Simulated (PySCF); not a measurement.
RuO₃, singlet: structure and spectrum

Computed with PBE0 in PySCF with Ru def2-TZVP with ECP28, O def2-TZVP; scalar-relativistic core potentials, no spin–orbit coupling; density-fitted integrals.

The structure is a minimum.

```xyz
4
charge 0 multiplicity 1, angstrom
Ru    0.0000    0.0000    0.0000
O     1.6601    0.0000    0.0000
O    -0.8300    1.4377    0.0000
O    -0.8300   -1.4377    0.0000
```

- Point group: D3h
- Bond lengths: Ru–O 1.660 Å (×3)
- Bond angles: O–Ru–O 120.0° (×3)
- Entropy at 298.15 K and 1 bar: 286.3 J/(mol K)
- Atomisation energy without zero-point energy: 1356 kJ/mol
- Dipole moment: 0.00 D
- Enthalpy at 298.15 K above 0 K: 14.17 kJ/mol
- Heat capacity Cp at 298.15 K: 59.6 J/(mol K)
- Zero-point energy: 22.7 kJ/mol
- Principal quadrupole moments (Buckingham, traceless) about the centre of mass: -2.31, -2.31, 4.62 D Å
- Rotational symmetry number: 6
- Lowest empty level: -4.96 eV
- Principal polarisabilities: 28.7, 46.1, 46.1 bohr³
- Rotational constants: 0.255, 0.255, 0.1275 cm⁻¹
- Highest occupied level: -8.80 eV

Harmonic modes (masses in u: Ru 101.904, O 15.995):
```csv
symmetry,ω (cm⁻¹),"IR (km/mol, summed over degenerate members)",type
a2'',104,9.5,bend
e',320,3.3,bend
e',1009,317,stretch
a1',1029,0.0,stretch
```

In D3h the vibrations span a2'' + 2e' + a1'. The a1' mode carries no infrared intensity, as symmetry demands.

Charges (e):
```csv
atom,Mulliken,Löwdin,polar tensor,Mayer order to Ru1
Ru1,1.54,0.74,1.49,–
"O2,3,4",-0.51,-0.25,-0.50,1.72
```

Mulliken populations on Ru1 (electrons outside its core potential): s 2.44, p 6.19, d 5.78, f 0.05.

Outer orbital energies (eV). occupied: -13.71, -13.56, -13.56, -10.90, -10.90, -10.89, -10.62, -8.80; empty: -4.96, -4.96, -1.88, -1.88.

Formally Ru is in oxidation state +6, d2, with 0 unpaired electrons (the high-spin count would be 2). The polar-tensor charge on Ru, 1.49, is far below the formal one.

Only a few start shapes were tried, so a lower isomer may exist.

The final relaxation and frequency run took 31 s on 4 threads of a shared Arm Neoverse N1 host, with 133 basis functions and 7 gradients; the process peaked at 1.4 GiB. Launch command: `OMP_NUM_THREADS=4 python axn.py task.json out`.
